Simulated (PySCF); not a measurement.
## B⁺: excitation energy

B⁺ [He] 2s2 (1S) → B⁺ [He] 2s1 3d1 (3D), as a difference of total energies. Computed with PySCF 2.14 in aug-cc-pVTZ (5s4p3d2f, 46 functions), with no relativity, point nucleus. Correlated levels: valence: 1s2 frozen. The calculations carry no spin-orbit coupling.

```tsv
method	excitation energy (eV)
UHF	17.266
LDA	17.573
PBE	17.473
PBE0	17.630
r2SCAN	17.467
wB97X	17.744
B97-3	17.730
wB97X-V	18.127
MP2 (valence)	18.149
SCS-MP2 (valence)	18.409
```

Q: How much does correlation contribute at MP2 (valence)?

A: 18.149 − (17.266) = 0.883 eV, measured against UHF.

The promoted electron is Rydberg-like, and one or two diffuse shells describe it only roughly, which tends to raise the upper state.
